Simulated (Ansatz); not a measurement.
`[O][Si](O)(O)O` radical, relaxed with UKS PBE0-D4/def2-TZVP in Ansatz from a GFN2-xTB geometry. The force threshold is 0.005 eV/Å; the program also tests the step.

The species carries charge 0 and has multiplicity 2.

Start:

```xyz
8

O     1.423    1.029   -0.367
Si    0.270    0.012    0.009
O    -0.856    0.980   -0.768
O    -0.214   -0.179    1.539
O     0.368   -1.455   -0.651
H    -0.673    1.227   -1.673
H    -0.338    0.591    2.086
H     0.021   -2.205   -0.176
```

```csv
step,energy (eV),largest force (eV/Å),largest move (Å)
1,-16109.8082,2.260,0.000
2,-16109.8934,1.749,0.039
3,-16109.9988,0.681,0.200
4 (rejected),-16109.9078,1.038,0.199
5,-16110.0017,0.403,0.100
6 (rejected),-16109.9909,0.560,0.100
7,-16110.0127,0.044,0.050
8,-16110.0139,0.056,0.045
9,-16110.0146,0.033,0.028
10,-16110.0147,0.027,0.025
11,-16110.0148,0.015,0.008
12,-16110.0148,0.008,0.003
13,-16110.0148,0.001,0.001
```

End:

```xyz
8

O     1.613    0.887   -0.327
Si    0.217    0.046   -0.033
O    -0.911    0.996   -0.730
O    -0.189   -0.164    1.525
O     0.411   -1.434   -0.666
H    -0.786    1.232   -1.651
H    -0.421    0.609    2.042
H     0.066   -2.172   -0.160
```

Run time 38 s (2 threads of an AMD EPYC 7R13 on a shared host and a share of an NVIDIA H100 80 GB); peak host memory 0.87 GiB.
